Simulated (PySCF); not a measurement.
Multinuclear NMR of C₆H₉OP

Bonds (- single, = double, # triple, : aromatic): C1=C2, C2-P3, P3=O4, P3-C5, C5=C6, P3-C7, C7=C8. C1 carries H9, H10; C2 carries H11; C5 carries H12; C6 carries H13, H14; C7 carries H15; C8 carries H16, H17. H10, H14, H17 are cis to P3; H9, H13, H16 are trans to P3.

[PySCF: PBE0-D3(BJ)/def2-TZVP geometry; B97-2/pcSseg-2 with gauge-including orbitals; no solvent model; relativity neglected; one computed conformer; averaged over atoms made equivalent by symmetry, fast rotation or ring inversion]

Task: What are the ³¹P shifts?

Result: 
```
atoms                  environment  σ (ppm)  δ (ppm)
   P3  phosphorus bonded to 3 C, O    316.2      0.3
```

Shieldings were converted by a linear fit to measured shifts: ³¹P: δ = 298.23 − 0.942σ (rms 13.4 ppm, 45 shifts, 16.3 ppm with the 1 outlier that the fit left out vs H3PO4, solution or neat liquid). Occasional misses reach two or three times the rms, and more in compound classes unlike the fitted ones.

On a 300 MHz spectrometer ³¹P resonates near 121.4 MHz, so 1 ppm is 121.4 Hz.

Task: Predict the ¹⁷O NMR data.

Result: 
```tsv
atoms	environment	σ (ppm)	δ (ppm)
O4	P=O oxygen	293.3	-3.7
```

Shieldings were converted by a linear fit to measured shifts: ¹⁷O: δ = 274.03 − 0.947σ (rms 12.2 ppm, 99 shifts vs liquid water, solution or neat liquid). A few per cent of atoms miss by over 2 rms, more outside the fitted compound classes.

On a 400 MHz spectrometer ¹⁷O resonates near 54.2 MHz, so 1 ppm is 54.2 Hz.
